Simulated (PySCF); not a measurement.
Changes within a family of molecules, several properties at once.

PySCF, B3LYP/def2-SVPD, density fitting, gas phase; each molecule at its own PBE0-D3(BJ)/def2-SVP geometry, one conformer. Singlet excitations by full TDDFT with frozen cores and triplets by Tamm–Dancoff TDDFT. 

Reference: `C#C[Si](Cl)(Cl)Cl`, with HOMO energy -8.73 eV, LUMO energy -1.30 eV, lowest singlet excitation 5.80 eV, lowest triplet excitation 4.77 eV, mean polarisability 86.3 au and dipole moment 2.04 D.

Changes against it:

| molecule | Δ HOMO energy (eV) | Δ LUMO energy (eV) | Δ lowest singlet excitation (eV) | Δ lowest triplet excitation (eV) | Δ mean polarisability (au) | Δ dipole moment (D) |
| --- | --- | --- | --- | --- | --- | --- |
| CC(C)O[Si](Cl)(Cl)Cl | +0.10 | +0.63 | +1.19 | +2.00 | +18.0 | +0.34 |
| [SiH3][Si](Cl)(Cl)Cl | +0.22 | +0.37 | +0.95 | +1.30 | +10.9 | -0.28 |
| CC(C)(C)[Si](Cl)(Cl)Cl | +0.35 | +0.78 | +1.23 | +1.88 | +27.1 | +0.41 |
| FC(F)(F)[Si](Cl)(Cl)Cl | -0.83 | +0.15 | +1.48 | +2.13 | -7.3 | -1.00 |

Rows whose labels were lost:

| row | Δ HOMO energy (eV) | Δ LUMO energy (eV) | Δ lowest singlet excitation (eV) | Δ lowest triplet excitation (eV) | Δ mean polarisability (au) | Δ dipole moment (D) |
| --- | --- | --- | --- | --- | --- | --- |
| P | +1.69 | +0.81 | -0.17 | +0.66 | +11.6 | +0.61 |
| Q | +1.27 | +0.73 | +0.14 | +0.94 | -0.9 | +0.64 |
| R | 0.00 | +0.59 | +1.25 | +2.06 | +6.5 | +0.05 |

**Question.** Which row belongs to which of `CN(C)[Si](Cl)(Cl)Cl`, `CN[Si](Cl)(Cl)Cl` and `CCO[Si](Cl)(Cl)Cl`?

**Answer.** P = `CN(C)[Si](Cl)(Cl)Cl`, Q = `CN[Si](Cl)(Cl)Cl` and R = `CCO[Si](Cl)(Cl)Cl`. P and Q are told apart most clearly by the mean polarisability (+11.6 against -0.9 au); P and R are told apart most clearly by the HOMO energy (+1.69 against 0.00 eV); Q and R are told apart most clearly by the HOMO energy (+1.27 against 0.00 eV).

**Question.** Which row has the smallest HOMO–LUMO gap and which the largest, and does the HOMO or the LUMO shift more there?

**Answer.** Smallest, counted from the reference: P, -0.88 eV (HOMO +1.69, LUMO +0.81), the larger shift being that of the HOMO. Largest: `FC(F)(F)[Si](Cl)(Cl)Cl`, +0.98 eV (HOMO -0.83, LUMO +0.15), the larger shift being that of the HOMO.
